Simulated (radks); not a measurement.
Species: Dy. Configuration: [Xe] 4f10 6s2. Method: scalar-relativistic Kohn-Sham, PBE, spin-polarised, spherical densities, finite nucleus; open shells are filled with parallel spins first (spin-orbit coupling, left out, can overturn this in heavy ions); Fermi nuclear charge, rms radius 5.2218 fm; hard spherical wall at 2.5 bohr; computed with a radial shooting solver on a logarithmic mesh with Libxc functionals.

Normalised radial functions P(r) = r R(r), r in bohr:

r,5s down,4f up,4f down
0.0009842,0.0448,0.0000,0.0000
0.001119,0.0496,0.0000,0.0000
0.001271,0.0549,0.0000,0.0000
0.001445,0.0607,0.0000,0.0000
0.001642,0.0669,0.0000,0.0000
0.001866,0.0735,0.0000,0.0000
0.002138,0.0812,0.0000,0.0000
0.00243,0.0888,0.0000,0.0000
0.002762,0.0969,0.0000,0.0000
0.003139,0.1052,0.0000,0.0000
0.003568,0.1138,0.0000,0.0000
0.004055,0.1225,0.0000,0.0000
0.004609,0.1311,0.0000,0.0000
0.005239,0.1393,0.0000,0.0000
0.005954,0.1468,0.0000,0.0000
0.006767,0.1532,0.0000,0.0000
0.007691,0.1580,0.0000,0.0000
0.008741,0.1605,0.0000,0.0000
0.009935,0.1603,0.0000,0.0000
0.01129,0.1564,0.0001,0.0001
0.01283,0.1481,0.0001,0.0001
0.01459,0.1346,0.0001,0.0001
0.01671,0.1137,0.0002,0.0002
0.01899,0.0873,0.0004,0.0004
0.02159,0.0541,0.0006,0.0006
0.02453,0.0143,0.0009,0.0009
0.02788,-0.0313,0.0015,0.0015
0.03169,-0.0809,0.0023,0.0023
0.03602,-0.1318,0.0036,0.0036
0.04094,-0.1800,0.0056,0.0055
0.04653,-0.2205,0.0086,0.0085
0.05288,-0.2475,0.0130,0.0129
0.0601,-0.2547,0.0195,0.0193
0.06831,-0.2366,0.0289,0.0286
0.07764,-0.1893,0.0423,0.0419
0.08824,-0.1125,0.0611,0.0604
0.1003,-0.0104,0.0869,0.0859
0.114,0.1066,0.1215,0.1201
0.1306,0.2293,0.1700,0.1682
0.1484,0.3213,0.2287,0.2262
0.1687,0.3678,0.3012,0.2978
0.1917,0.3506,0.3876,0.3832
0.2179,0.2606,0.4868,0.4812
0.2477,0.1037,0.5956,0.5886
0.2815,-0.0969,0.7090,0.7005
0.3199,-0.3028,0.8201,0.8099
0.3636,-0.4670,0.9207,0.9092
0.4132,-0.5452,1.0022,0.9897
0.4697,-0.5075,1.0565,1.0437
0.5338,-0.3487,1.0788,1.0663
0.6067,-0.0911,1.0683,1.0569
0.6896,0.2212,1.0281,1.0186
0.7837,0.5344,0.9642,0.9573
0.8907,0.7981,0.8835,0.8804
1.02,0.9836,0.7870,0.7888
1.16,1.0513,0.6915,0.6983
1.318,1.0181,0.5949,0.6063
1.498,0.9019,0.4977,0.5128
1.703,0.7256,0.3969,0.4137
1.935,0.5081,0.2849,0.3000
2.2,0.2642,0.1538,0.1631
2.5,0.0000,0.0000,0.0000

5s down: eigenvalue -18.262 eV, 4 radial nodes at r = 0.0256, 0.101, 0.265, 0.631 bohr, <r> = 1.27 bohr, 90 % of the charge inside 1.78 bohr. 4f up: eigenvalue 29.971 eV, 0 radial nodes, <r> = 0.832 bohr, 90 % of the charge inside 1.44 bohr. 4f down: eigenvalue 32.808 eV, 0 radial nodes, <r> = 0.846 bohr, 90 % of the charge inside 1.47 bohr.
